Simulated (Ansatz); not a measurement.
Ansatz results at the PBE0-D4/def2-TZVP geometry: HOMO energy (B3LYP/def2-TZVPP) -6.86 eV; HOMO–LUMO gap (B3LYP/def2-TZVPP) 4.48 eV; LUMO energy (B3LYP/def2-TZVPP) -2.38 eV.

Each molecule was computed in one conformer, which needn't be the lowest.

(1) Which molecule gave them?
A. `C[O][GeH2][AlH2]`
B. `CC(C)=CBr`
C. `C[O][AlH][GeH3]`
D. `[CH3][SnH2][CH2]Cl`

Answers

(1) A. The others give `C[O][AlH][GeH3]`: -7.24, 5.69, -1.55; `CC(C)=CBr`: -6.60, 6.53, -0.07; `[CH3][SnH2][CH2]Cl`: -7.33, 7.05, -0.27.

B3LYP here is the variant with VWN-RPA as its local correlation; programs differ in this.
